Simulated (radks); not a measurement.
Values are calculated unless marked as measured or tabulated.
Trend from Rb3+ to Xe3+: ionisation energy by Delta-SCF between NIST ground configurations, and size. Code: a radial shooting solver on a logarithmic mesh with Libxc functionals. Model: scalar-relativistic Kohn-Sham, PBEsol, spin-unpolarised, spherical densities, finite nucleus; Fermi nuclear charge, rms radius of each element as measured or else 0.836 A^(1/3) + 0.57 fm.

| species | configuration | IE (eV) | NIST (eV) | kind | -e(HOMO) (eV) | r at 0.001 e/bohr^3 (bohr) |
|---|---|---|---|---|---|---|
| Rb3+ | [Ar] 3d10 4s2 4p4 | 53.588 | 52.2 | semi-emp. | 46.755 (4p) | 3.21 |
| Sr3+ | [Ar] 3d10 4s2 4p5 | 57.326 | 56.280 | semi-emp. | 50.168 (4p) | 3.15 |
| Zr3+ | [Kr] 4d1 | 34.169 | 34.418 | exp. | 28.155 (4d) | 3.24 |
| Nb3+ | [Kr] 4d2 | 36.868 | 37.61 | exp. | 30.562 (4d) | 3.29 |
| Mo3+ | [Kr] 4d3 | 39.475 | 40.3 | semi-emp. | 32.881 (4d) | 3.29 |
| Tc3+ | [Kr] 4d4 | 42.010 | 41 | theory | 35.133 (4d) | 3.26 |
| Ru3+ | [Kr] 4d5 | 44.490 | 45 | theory | 37.334 (4d) | 3.22 |
| Rh3+ | [Kr] 4d6 | 46.925 | 42 | theory | 39.494 (4d) | 3.17 |
| Pd3+ | [Kr] 4d7 | 49.324 | 46 | theory | 41.622 (4d) | 3.12 |
| Ag3+ | [Kr] 4d8 | 51.695 | 49 | theory | 43.725 (4d) | 3.07 |
| Cd3+ | [Kr] 4d9 | 54.041 | 51 | theory | 45.807 (4d) | 3.02 |
| In3+ | [Kr] 4d10 | 56.367 | 55.45 | exp. | 47.871 (4d) | 2.98 |
| Sn3+ | [Kr] 4d10 5s1 | 41.044 | 40.74 | exp. | 35.961 (5s) | 3.32 |
| Sb3+ | [Kr] 4d10 5s2 | 44.332 | 43.80 | exp. | 38.979 (5s) | 3.44 |
| Te3+ | [Kr] 4d10 5s2 5p1 | 36.525 | 37.416 | exp. | 31.666 (5p) | 3.60 |
| I3+ | [Kr] 4d10 5s2 5p2 | 39.496 | 40.36 | exp. | 34.361 (5p) | 3.64 |
| Xe3+ | [Kr] 4d10 5s2 5p3 | 42.384 | 42.2 | exp. | 36.995 (5p) | 3.63 |

Reference values: NIST Atomic Spectra Database (exp. = measured, semi-emp. = semi-empirical, theory = theoretical value adopted there). Spin polarisation and multiplet splitting are left out, so open shells lie too high by an amount that depends on their filling. Spin-orbit splitting is averaged out at the scalar-relativistic level.

Beside tabulated values, note that spin-unpolarised runs miss the spin-polarisation part of the exchange energy of open shells.
